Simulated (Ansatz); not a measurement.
`OC[SiH](F)S` + `BN[SiH2]OC` → `CO[SiH](F)S` + `BN[SiH2]CO`  (redistribution)

Computed with Ansatz on PBE0-D4/def2-TZVP structures; ΔE is electronic, products minus reactants. CCSD(T)/CBS is the MP2 limit (def2-TZVPP, def2-QZVPP) plus CCSD(T) − MP2 in def2-TZVPP, frozen cores. Functionals use def2-TZVPP. One conformer a species, not always the lowest.

`OC[SiH](F)S`:

Cartesian coordinates in Å:
```
O -1.288 0.536 0.935
C 0.121 0.674 0.772
Si 0.750 -0.540 -0.519
F 0.469 -1.995 0.101
S -0.319 -0.258 -2.320
H -1.463 -0.327 1.321
H 0.298 1.699 0.437
H 0.653 0.554 1.725
H 2.199 -0.459 -0.814
H -1.422 0.114 -1.640
```

`BN[SiH2]OC`:

Cartesian coordinates in Å:
```
B 0.424 2.673 -0.144
N 0.594 1.450 0.516
Si 0.543 -0.120 -0.210
O -0.817 -0.875 0.303
C -1.059 -2.250 0.113
H 0.472 3.695 0.478
H 0.237 2.671 -1.327
H 0.740 1.485 1.516
H 0.560 0.067 -1.680
H 1.713 -0.931 0.228
H -1.298 -2.471 -0.933
H -1.912 -2.536 0.730
H -0.196 -2.858 0.409
```

`CO[SiH](F)S`:

Z-matrix (Å, degrees):
```
C
O 1 1.415
H 1 1.094 2 111.2
H 1 1.090 2 107.9 3 119.4
H 1 1.095 2 111.2 3 -121.6
Si 2 1.623 1 124.4 3 59.9
S 6 2.109 2 108.5 1 -172.8
F 6 1.597 2 107.9 1 -51.2
H 6 1.477 2 113.7 1 66.3
H 7 1.345 6 92.9 2 42.9
```

`BN[SiH2]CO`:

Z-matrix (Å, degrees):
```
Si
N 1 1.749
C 1 1.886 2 112.1
H 1 1.489 2 109.8 3 -119.0
H 1 1.486 2 107.8 3 121.9
B 2 1.398 1 124.8 3 70.9
H 2 1.010 1 117.4 3 -107.7
O 3 1.423 1 111.0 2 -172.6
H 3 1.093 1 110.2 2 69.8
H 3 1.099 1 110.8 2 -47.7
H 6 1.201 2 118.4 1 1.7
H 6 1.197 2 120.4 1 -178.4
H 8 0.961 3 108.4 1 61.7
```

```json
{"level": "ωB97X-V", "ΔE (kJ/mol)": "1.6", "difference from CCSD(T)/CBS": "0.6"}
{"level": "B2PLYP", "ΔE (kJ/mol)": "1.3", "difference from CCSD(T)/CBS": "0.3"}
{"level": "PBE0", "ΔE (kJ/mol)": "1.9", "difference from CCSD(T)/CBS": "0.9"}
{"level": "HF/def2-TZVPP", "ΔE (kJ/mol)": "-1.9", "difference from CCSD(T)/CBS": "-2.9"}
{"level": "SCS-MP2/def2-TZVPP", "ΔE (kJ/mol)": "1.3", "difference from CCSD(T)/CBS": "0.3"}
{"level": "CCSD/def2-TZVPP", "ΔE (kJ/mol)": "0.2", "difference from CCSD(T)/CBS": "-0.8"}
{"level": "CCSD(T)/def2-TZVPP", "ΔE (kJ/mol)": "0.7", "difference from CCSD(T)/CBS": "-0.3"}
{"level": "HF/def2-QZVPP", "ΔE (kJ/mol)": "-2.3", "difference from CCSD(T)/CBS": "-3.3"}
{"level": "SCS-MP2/def2-QZVPP", "ΔE (kJ/mol)": "1.3", "difference from CCSD(T)/CBS": "0.3"}
{"level": "CCSD/CBS(def2)", "ΔE (kJ/mol)": "0.6", "difference from CCSD(T)/CBS": "-0.4"}
{"level": "CCSD(T)/CBS", "ΔE (kJ/mol)": "1.0", "difference from CCSD(T)/CBS": "0"}
```

Largest T1 diagnostic among the species: 0.012.
